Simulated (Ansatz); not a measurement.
Cartesian coordinates in Å:
```
C -1.100 0.778 -1.450
O -1.188 1.434 -0.207
Si -0.217 1.079 1.065
Se -0.225 -1.099 1.695
C 1.187 -1.730 0.491
H -1.809 1.247 -2.134
H -1.355 -0.283 -1.354
H -0.094 0.863 -1.881
H 1.197 1.402 0.726
H -0.735 1.882 2.193
H 1.532 -2.682 0.889
H 2.011 -1.019 0.482
H 0.796 -1.873 -0.514
```

Total charge 0; spin multiplicity 1.

Task: List the PBE0/def2-TZVPP orbital energies in eV (Ansatz). (Estimate.)

Result: The calculation gave: Occupied: -12361.26, -1803.34, -1584.06, -1421.09, -1421.06, -1421.01, -522.80, -279.55, -279.04, -214.47, -158.06, -157.94, -157.80, -145.55, -100.24, -100.21, -100.19, -58.05, -58.04, -57.91, -57.82, -57.80, -28.58, -21.16, -19.46, -17.78, -15.02, -12.97, -12.90, -12.70, -12.09, -11.86, -10.46, -9.74, -9.18, -8.70, -7.92, -6.72. Lowest empty: 0.06, 0.53, 0.76, 1.34, 2.02, 2.13, 2.61, 2.89.
